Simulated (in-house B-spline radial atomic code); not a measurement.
Binding energies in neutral praseodymium

NIST's tabulated ground configuration is [Xe] 4f3 6s2; each binding energy is the energy of the ion with one electron taken from that subshell, relaxed, less that of the parent. Method: Dirac-Hartree-Fock, average of configuration, Fermi nucleus of rms radius 4.8919 fm. Calculated with a B-spline radial code for spherical atoms. Energies include first-order Breit, QED and recoil terms.

```json
{"subshell": "1s", "X-ray name": "K", "binding energy (eV)": "41990.8", "-ε (eV)": "42230.1", "relaxation (eV)": "74.2"}
{"subshell": "2s", "X-ray name": "L1", "binding energy (eV)": "6843.1", "-ε (eV)": "6903.2", "relaxation (eV)": "41.8"}
{"subshell": "2p1/2", "X-ray name": "L2", "binding energy (eV)": "6443.4", "-ε (eV)": "6507.0", "relaxation (eV)": "45.6"}
{"subshell": "2p3/2", "X-ray name": "L3", "binding energy (eV)": "5967.1", "-ε (eV)": "6023.2", "relaxation (eV)": "43.9"}
{"subshell": "3s", "X-ray name": "M1", "binding energy (eV)": "1511.6", "-ε (eV)": "1536.2", "relaxation (eV)": "21.2"}
{"subshell": "3p1/2", "X-ray name": "M2", "binding energy (eV)": "1342.1", "-ε (eV)": "1367.0", "relaxation (eV)": "21.9"}
{"subshell": "3p3/2", "X-ray name": "M3", "binding energy (eV)": "1245.9", "-ε (eV)": "1268.9", "relaxation (eV)": "21.1"}
{"subshell": "3d3/2", "X-ray name": "M4", "binding energy (eV)": "953.6", "-ε (eV)": "977.5", "relaxation (eV)": "23.0"}
{"subshell": "3d5/2", "X-ray name": "M5", "binding energy (eV)": "933.5", "-ε (eV)": "956.7", "relaxation (eV)": "22.7"}
{"subshell": "4s", "X-ray name": "N1", "binding energy (eV)": "315.8", "-ε (eV)": "325.7", "relaxation (eV)": "9.2"}
{"subshell": "4p1/2", "X-ray name": "N2", "binding energy (eV)": "250.7", "-ε (eV)": "260.1", "relaxation (eV)": "8.9"}
{"subshell": "4p3/2", "X-ray name": "N3", "binding energy (eV)": "230.1", "-ε (eV)": "238.9", "relaxation (eV)": "8.5"}
{"subshell": "4d3/2", "X-ray name": "N4", "binding energy (eV)": "121.6", "-ε (eV)": "129.5", "relaxation (eV)": "7.8"}
{"subshell": "4d5/2", "X-ray name": "N5", "binding energy (eV)": "118.1", "-ε (eV)": "125.7", "relaxation (eV)": "7.7"}
{"subshell": "5s", "X-ray name": "O1", "binding energy (eV)": "46.76", "-ε (eV)": "49.06", "relaxation (eV)": "2.21"}
{"subshell": "5p1/2", "X-ray name": "O2", "binding energy (eV)": "27.18", "-ε (eV)": "29.24", "relaxation (eV)": "2.02"}
{"subshell": "5p3/2", "X-ray name": "O3", "binding energy (eV)": "24.37", "-ε (eV)": "26.25", "relaxation (eV)": "1.86"}
{"subshell": "6s", "X-ray name": "P1", "binding energy (eV)": "4.5", "-ε (eV)": "4.67", "relaxation (eV)": "0.17"}
{"subshell": "4f", "X-ray name": "N6,7", "binding energy (eV)": "4.3", "-ε (eV)": "8.91", "relaxation (eV)": "4.74"}
```

Relaxation = -ε minus the binding energy without Breit, QED and recoil terms.

Emission lines follow as differences of binding energies, with λ = 12398.42 eV·Å / E:

| line | holes | energy (eV) | wavelength (Å) |
| --- | --- | --- | --- |
| K-L3 | 1s → 2p3/2 | 36023.7 | 0.34417 |
| K-L2 | 1s → 2p1/2 | 35547.4 | 0.34879 |
| K-M3 | 1s → 3p3/2 | 40744.9 | 0.30429 |
| L3-M5 | 2p3/2 → 3d5/2 | 5033.6 | 2.4631 |
| L2-M4 | 2p1/2 → 3d3/2 | 5489.8 | 2.2584 |
| L1-M3 | 2s → 3p3/2 | 5597.2 | 2.2151 |
| L3-M1 | 2p3/2 → 3s | 4455.5 | 2.7827 |
| L2-N4 | 2p1/2 → 4d3/2 | 6321.8 | 1.9612 |

Task: What screening constant σ does Moseley's law, E = (3/4)·13.6057 eV·(Z - σ)², need for K-L3?

Result: σ = -0.42.

Moseley's non-relativistic formula needs a falling, then negative, screening constant for heavy elements, because relativity binds the 1s electron more strongly than the formula allows.

Task: What does it cost to remove both a 1s and a 2p1/2 electron?

Result: 48720 eV, which is 285.7 eV more than the two single binding energies together.

Task: What does it cost to remove both a 2s and a 3d3/2 electron?

Result: 7867.7 eV, which is 71.02 eV more than the two single binding energies together.

Task: What does it cost to remove both a 1s and a 5p3/2 electron?

Result: 42027 eV, which is 12.27 eV more than the two single binding energies together.
